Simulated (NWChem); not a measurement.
Molecule: diboron tetrachloride (B2Cl4); SMILES ClB(Cl)B(Cl)Cl

```xyz
6

Cl    -1.0932     1.7331     1.0384
B      0.0000     0.8484     0.0000
Cl     1.0932     1.7331    -1.0384
B      0.0000    -0.8484     0.0000
Cl    -1.0932    -1.7331    -1.0384
Cl     1.0932    -1.7331     1.0384
```
Atoms are numbered in this order, from 1.

Results from NWChem. Pople sets run with spherical d functions. Geometry: optimised at PBE0/def2-SVP. B3LYP is NWChem's, with the RPA form of VWN correlation. Total energies compare along this basis series because the functional is fixed.

| level | basis functions | energy (Ha) | highest occupied level (eV) | orbital gap (eV) |
|---|---|---|---|---|
| B3LYP/STO-3G | 46 | -1869.9741 | -6.89 | 6.38 |
| B3LYP/3-21G | 70 | -1881.5441 | -8.59 | 6.04 |
| B3LYP/6-31G* | 100 | -1890.6316 | -8.27 | 6.09 |
| B3LYP/6-31+G* | 124 | -1890.6387 | -8.41 | 6.07 |
| B3LYP/def2-SVP | 100 | -1890.1016 | -8.01 | 6.14 |
| B3LYP/def2-SVPD | 148 | -1890.1295 | -8.43 | 6.03 |
| B3LYP/def2-TZVP | 210 | -1890.7879 | -8.29 | 6.04 |
| B3LYP/6-311++G** | 164 | -1890.7748 | -8.43 | 6.05 |
| B3LYP/aug-cc-pVTZ | 292 | -1890.8150 | -8.36 | 6.03 |
